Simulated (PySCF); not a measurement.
B(OH)(OMe)(SiH3), CH7BO2Si, SMILES O(C)B(O)[SiH3] at its PBE0/def2-SVP optimised geometry (Å):

```
12

B     -0.9436    -0.5247     0.0000
O     -1.6484    -1.6873    -0.0021
H     -1.0891    -2.4681     0.0000
O     -1.6889     0.6036     0.0000
C     -1.1880     1.9074    -0.0136
H     -1.5015     2.4194    -0.9373
H     -1.5932     2.4681     0.8433
H     -0.0852     1.9438     0.0428
Si     1.1107    -0.5247     0.0000
H      1.6889     0.1631     1.1998
H      1.6820     0.1518    -1.2097
H      1.6182    -1.9372     0.0053
```

Computed with PBE0/def2-TZVP (PySCF).

Map of the log10 of the electron density (e/bohr³), floored at −4 on the plane z = 1.0 Å:

```
|00000000000000000000000000000|
|00000000011000000000000000000|
|00000012222210000000000000000|
|00000123444432100000000000000|
|00000235666543221000000000000|
|00001346787754432100000000000|
|00001357899765543210000000000|
|00001357899876554211000000000|
|00001346788876654322110000000|
|00001345677766554333322100000|
|00002345677665544455543210000|
|00012456777655445566654320000|
|00012456777655556778865421000|
|00012456777665567899976431000|
|00012346677666667899986431000|
|00001345566666777889876431000|
|00001234566666777788765421000|
|00002345667666666777665321000|
|00012356777666666666654320000|
|00012456777655555666654310000|
|00012456777654445566554210000|
|00002345666654334555543210000|
|00001234555543223444433100000|
|00000123444432222333322100000|
|00000012233321111222211000000|
|00000000111110000011000000000|
|00000000000000000000000000000|
|00000000000000000000000000000|
|00000000000000000000000000000|
```
Scale: ten equal steps from -4.00 (start of '0') to -0.678 (end of '9'), in the order '0123456789'; x runs from -4.50 to 4.50, y from -4.50 (bottom) to 4.50 (top).
